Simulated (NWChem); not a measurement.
System: SnIF, singlet; SMILES [F][Sn][I]

```xyz
3

Sn     0.3171     1.2444     0.0000
F     -1.5612     1.7864     0.0000
I     -0.0340    -1.4773     0.0000
```
Atoms are numbered in this order, from 1.

All runs: NWChem. Low-valent species are run as closed-shell singlets; no triplet was tried in these runs. All runs use the structure optimised with PBE0/def2-SVP. def2 effective core potentials on Sn, I; no spin-orbit coupling.

For level PBE0/def2-SVP (core potentials):

```
Property                     Value
---------------------------  -----
highest occupied level (eV)  -7.48
orbital gap (eV)              4.43
dipole (D)                    3.29
```

Problem. How do the values read with level PBE0/STO-3G (all-electron, non-relativistic) instead?

Solution. 
| Property | Result |
|---|---|
| highest occupied level (eV) | -3.81 |
| orbital gap (eV) | 4.16 |
| dipole (D) | 2.78 |
